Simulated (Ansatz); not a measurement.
One elementary step

Start structure (GaHBrCl$_{3}$, singlet), relaxed at PBE0-D4/def2-TZVP:

```xyz
6
angstrom
Ga -0.7554 -0.3105 -0.1793
Cl -0.8182 1.6702 -0.9905
Cl -0.4428 -1.9420 -1.5096
Cl -1.7208 -0.6752 1.6821
H 1.8781 1.2930 0.2387
Br 1.8590 -0.0356 0.7585
```

The step: GaCl₃ ([Cl][Ga]([Cl])[Cl]) + HBr → GaBrCl₂ ([Cl][Ga]([Cl])[Br]) + HCl (still joined by a long Ga–Cl bond); bonds formed: Cl2–H5; dative contacts that become bonds: Ga1–Br6; bonds broken: H5–Br6; bonds weakened to dative contacts: Ga1–Cl2. Program: Ansatz 0.2.0. Basis: def2-TZVPP and def2-QZVPP. Cores are frozen in the correlated methods. Filled d shells of the heavier atoms are correlated. The def2 sets are not built for correlating such inner shells, so the correlated values are less sure here. Extrapolation: Hartree–Fock as exp(−7.88 √X), correlation as X^−2.97. Energies below are by CCSD(T) at an estimated basis limit (MP2 extrapolated from triple and quadruple zeta, plus CCSD(T) − MP2 in triple zeta).

**Question.** What are the electronic barrier and the energy of the step, from the start structure to the end structure? (To be estimated.)

**Answer.** The calculation gives: Barrier 8.15 kcal/mol; step energy -2.10 kcal/mol (downhill); reverse barrier, their difference, 10.25 kcal/mol. Barrier and step energy count from the start structure, the reverse barrier from the end structure.

The saddle point: One imaginary mode of 378i cm⁻¹.
```csv
pair,start (Å),saddle (Å),end (Å)
Ga1–Br6,2.79,2.51,2.29
Cl2–H5,2.99,1.64,1.29
Ga1–Cl2,2.14,2.30,2.67
H5–Br6,1.43,1.65,2.93
```

Zero-point energy (harmonic, PBE0-D4): ZPE is 7.08 kcal/mol at the start and 5.87 kcal/mol at the saddle, so the barrier goes from 8.15 to 6.95 kcal/mol.

No T1 diagnostic of these runs exceeds 0.010.

Labels in which every atom is bracketed show which atoms are joined, not bond orders.

For scale, one of the runs: CCSD(T)/def2-TZVPP, 236 basis functions, launched by `ansatz run in.yaml --threads 8 --pin off --events-out ev --progress --plain --max-ram 19148MiB`. Time: 33 s of wall clock on 8 CPU threads of an Intel Xeon 6975P-C; the host was shared. Peak host memory: 4.6 GiB.
